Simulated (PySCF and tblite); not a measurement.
Values are calculated unless marked as measured or tabulated.
System: C7H6ClF, numbered as in [CH2:1]=[C:2]([Cl:3])[C:4]1=[C:5]([F:6])[CH2:7][CH:8]=[CH:9]1.

Motion: shift of H on C7 from C7 to C8. GFN2-xTB gives an electronic barrier of 29.5 kcal/mol and a reaction energy of 1.1 kcal/mol.

Tunnelling of the moving H, left out here, will speed the real process.

**Question.** What does PBE0/pcSseg-1 + D3(BJ) give on PBE0-D3(BJ)/def2-SVP geometries?

**Answer.** A barrier of 29.1 kcal/mol, 0.4 below the tight-binding barrier (from unrounded values), a reaction energy of -0.2 kcal/mol and, with GFN2-xTB thermal terms, ΔG‡(298 K) = 26.8 kcal/mol and k = 1.4×10⁻⁷ s⁻¹ (1 equivalent path).

**Question.** And the level of the geometries itself, PBE0-D3(BJ)/def2-SVP?

**Answer.** 28.1 kcal/mol.

Programs: tblite and PySCF.
